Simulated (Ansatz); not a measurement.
Basis sets compared for SiHMe2(NiPr2) (C₈H₂₁NSi). The state is a singlet with charge 0. Geometry r2SCAN-D4/def2-SVP. Ansatz on 4 threads of Intel Xeon on a shared host; times are rough, and most runs start from earlier orbitals.

```xyz
31

Si    0.6962   -1.0942   -1.0333
H     0.1478   -0.9272   -2.4159
C     2.5621   -0.8376   -1.0818
H     2.8122    0.1538   -1.4932
H     3.0538   -1.6014   -1.7076
H     3.0045   -0.9033   -0.0733
C     0.3419   -2.8486   -0.4448
H    -0.7400   -3.0583   -0.4618
H     0.6986   -3.0090    0.5867
H     0.8442   -3.5924   -1.0862
N    -0.0862    0.0914   -0.0168
C     0.2831    0.1235    1.4012
C     0.9537    1.4413    1.8082
C    -0.8891   -0.2272    2.3257
C    -1.0892    1.0580   -0.4773
C    -0.5201    2.0357   -1.5112
C    -2.3618    0.3746   -0.9894
H     1.0425   -0.6717    1.5408
H     0.2582    2.2919    1.7132
H     1.2903    1.4073    2.8575
H     1.8269    1.6434    1.1681
H    -1.6917    0.5263    2.2596
H    -1.3173   -1.2043    2.0519
H    -0.5647   -0.2709    3.3784
H    -1.3803    1.6575    0.4044
H    -0.2222    1.5041   -2.4302
H     0.3693    2.5476   -1.1115
H    -1.2644    2.7992   -1.7930
H    -3.1323    1.1151   -1.2618
H    -2.1478   -0.2303   -1.8863
H    -2.7785   -0.2943   -0.2202
```

Binding counts from free atoms (Si triplet, H doublet, C triplet, N quartet) in the same basis, without a counterpoise term.

| level | functions | energy (Eh) | HOMO (eV) | LUMO (eV) | binding per atom (eV) | wall time |
| --- | --- | --- | --- | --- | --- | --- |
| HF/6-31G | 136 | -658.3668 | -8.87 | 5.36 | 2.87 | 7.5 s |
| PBE-D4/def2-SVP | 249 | -660.7660 | -4.50 | 0.56 | 4.12 | 14 s |
| PBE0-D4/def2-SVP | 249 | -660.8737 | -5.84 | 1.40 | 4.08 | 23 s |

Estimate the rows for HF/def2-TZVP (with forces), PBE-D4/def2-TZVP, PBE0-D4/def2-TZVP.


| level | functions | energy (Eh) | HOMO (eV) | LUMO (eV) | binding per atom (eV) | wall time |
| --- | --- | --- | --- | --- | --- | --- |
| HF/def2-TZVP (with forces) | 442 | -658.7304 | -9.12 | 3.40 | 3.02 | 69 s |
| PBE-D4/def2-TZVP | 442 | -661.2750 | -4.64 | 0.08 | 4.09 | 28 s |
| PBE0-D4/def2-TZVP | 442 | -661.3706 | -5.92 | 0.86 | 4.05 | 50 s |
